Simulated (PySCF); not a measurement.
Q: Write Cartesian coordinates for `Cc1csc(C(=O)[O-])c1` as optimised with GFN2-xTB. (Charge -1.)

A: 
```
atom  x, y, z in Å
C1    -2.2526   -0.4965    0.0220
C2    -0.8908    0.1265    0.0060
C3    -0.6455    1.4645    0.0045
S4     1.0440    1.8279   -0.0124
C5     1.4390    0.1435   -0.0172
C6     2.9314   -0.2560   -0.0307
O7     3.1392   -1.4752   -0.0395
O8     3.7169    0.6993   -0.0299
C9     0.3151   -0.6215   -0.0077
H10   -3.0259    0.2701    0.0279
H11   -2.3928   -1.1298   -0.8551
H12   -2.3737   -1.1221    0.9072
H13   -1.3612    2.2655    0.0119
H14    0.3562   -1.6968   -0.0092
```

Any rigid rotation of these coordinates is as good. Atoms count from 1 in this order. S4 (thiophene-type sulfur) is bent (angle 91.1°). Of the pairs four or more bonds apart, O7···H14 is among the closest relative to their van der Waals radii: 2.79 Å, 103 % of the sum of Bondi's values. The 5-membered ring C2–C3–S4–C5–C9 has internal angles of 91.1° to 113.9°; it is planar, 0.00 Å rms from its mean plane, widest ring torsion 0°. C3 (aromatic CH next to a ring sulfur) is planar (angles 127.8°, 119.6° and 112.5°, sum 360.0°, 0.00 Å off the plane of its three neighbours).

Bonds between heavy atoms (Å): C1–C2 1.498, C2–C3 1.360, C3–S4 1.728, S4–C5 1.730, C5–C6 1.545, C6=O7 1.237, C6–O8 1.237, C5–C9 1.360, C2–C9 1.419.

Structure optimised with GFN2-xTB, isolated species.

Point group: Cs (every atom within 0.08 Å of its image). Stationary, but not proved a minimum.

All values are computed, not measured.
